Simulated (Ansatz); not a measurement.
Consider the redistribution: `O=CB[SiH3]` + `C[O][GaH][CH3]` → `COB[SiH3]` + `[CH3][GaH][CH]=O`.

Gas-phase electronic energies from Ansatz, PBE0-D4/def2-TZVP geometries. CCSD(T)/CBS is the MP2 limit (def2-TZVPP, def2-QZVPP) plus CCSD(T) − MP2 in def2-TZVPP, frozen cores. DFT in def2-TZVPP. For Ga outer-core shells are correlated without core-valence functions, which leaves a few kJ/mol of doubt a bond. Scalar relativity is left out up to krypton. Each species was taken in one conformer, which may not be the lowest.

`O=CB[SiH3]`:

Cartesian coordinates in Å:
```
O -0.935 1.056 -1.635
C -0.200 0.082 -1.711
B -0.508 -0.514 -0.333
Si 0.471 0.097 1.313
H 0.412 -0.120 -2.607
H -1.444 -1.255 -0.271
H 1.239 -1.076 1.826
H 1.432 1.197 1.036
H -0.467 0.532 2.382
```

`C[O][GaH][CH3]`:

```xyz
11

C    -0.579   -0.173    1.740
O    -0.901   -1.028    0.680
Ga   -0.312   -0.819   -0.997
C     0.859    0.713   -1.360
H    -0.073   -0.731    2.537
H    -1.491    0.261    2.166
H     0.079    0.658    1.448
H    -0.847   -1.934   -1.946
H     0.342    1.649   -1.134
H     1.172    0.735   -2.404
H     1.751    0.669   -0.730
```

`COB[SiH3]`:

Z-matrix (Å, degrees):
```
C
O 1 1.416
H 1 1.091 2 108.7
H 1 1.091 2 108.7 3 -118.3
H 1 1.093 2 111.1 3 120.9
B 2 1.341 1 122.5 3 -121.0
Si 6 2.025 2 119.1 1 -179.9
H 6 1.208 2 118.8 1 0.0
H 7 1.492 6 110.0 2 -122.4
H 7 1.492 6 109.9 2 120.3
H 7 1.489 6 113.5 2 -1.0
```

`[CH3][GaH][CH]=O`:

Cartesian coordinates in Å:
```
C -0.062 -1.376 0.695
Ga -0.415 0.532 0.394
C 0.512 1.433 -1.160
O 0.008 1.174 -2.231
H -0.891 -1.871 1.201
H 0.138 -1.880 -0.253
H 0.830 -1.487 1.319
H -1.509 1.350 1.171
H 1.389 2.125 -1.136
```

CCSD(T)/CBS gives -0.56 eV.

Question: Another level gave -0.63 eV. Which?
A. BLYP-D4/def2-TZVPP
B. CAM-B3LYP/def2-TZVPP
C. PBE0/def2-TZVPP
D. B97M-V/def2-TZVPP

Answer: B. CAM-B3LYP -0.63, PBE0 -0.59, BLYP-D4 -0.53, B97M-V -0.48 eV.

Largest T1 diagnostic among the species: 0.021, so the coupled-cluster value is less sure than usual.

From r2SCAN to r2SCAN0 (25 % exact exchange), in def2-TZVPP and without D4, ΔE moves by −0.08 eV. Leaving LDA and LC-ωPBE aside and taking each functional with its dispersion term where it has one, the values, not all of them listed here, spread over 0.18 eV, from BHLYP-D4 to r2SCAN-D4. LDA lies +0.03 eV from PBE without D4. The D4 term adds +0.03 eV with B3LYP and +0.02 eV with PBE0; it sums over pairs of atoms, weighted by their polarisabilities, and B3LYP, whose exchange is more repulsive, gets the larger term.

B3LYP here is the variant with VWN-RPA as its local correlation; programs differ in this.
